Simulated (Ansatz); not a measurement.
Calculated with Ansatz (gas phase, PBE0-D4/def2-TZVP geometries, no zero-point term in ΔE). CCSD(T)/CBS adds triple-zeta CCSD(T) − MP2 to the extrapolated MP2 energy (def2 sets, frozen cores). For Br, Ge outer-core shells are correlated without core-valence functions, which leaves a few kJ/mol of doubt a bond. Scalar relativity is left out up to krypton. One conformer a species, not always the lowest.

Consider the redistribution: `[CH3][GeH3]` + `FC([SiH3])CBr` → `[CH3][GeH2][CH2]Br` + `FC[SiH3]`.

```tsv
species	CCSD(T)/CBS(def2) energy (Eh)
`[CH3][GeH3]`	-2117.76728
`FC([SiH3])CBr`	-3041.88696
`[CH3][GeH2][CH2]Br`	-4729.75440
`FC[SiH3]`	-429.90570
```

Work out ΔE.

ΔE = (-4729.75440) + (-429.90570) − (-2117.76728) − (-3041.88696) = -0.00586 Eh = -15.4 kJ/mol.

Largest T1 diagnostic among the species: 0.011.
